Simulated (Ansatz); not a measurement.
C$_{2}$H$_{6}$AlGaO. Total charge 0; spin multiplicity 1. Correlated methods include outer-core shells of Ga, which these sets cover unevenly. Scalar relativity is left out up to krypton. The bonds changed during the relaxation, so this is another structure than the one it started from.

```xyz
11

Al   -0.499   -1.209   -1.027
O    -1.241   -0.255    0.345
C    -0.525    0.676   -0.654
C     0.633    1.248    0.136
Ga    0.511   -0.357    1.286
H    -1.101   -2.380   -1.886
H     0.875   -1.594   -0.047
H    -1.263    1.374   -1.047
H     1.553    1.396   -0.430
H     0.384    2.169    0.673
H     0.673   -1.070    2.651
```

Give the diagnostics of a CCSD(T)/def2-TZVPP run (frozen core, Ansatz). (Estimate.)

Ansatz gave: T1 = 0.0146, largest single amplitude 0.023, largest double 0.016, (T) share of the correlation energy 4.2 %, 10 CCSD cycles. The RHF solution is stable towards an unrestricted one. T1 lies under the customary mark of 0.02 for closed shells.
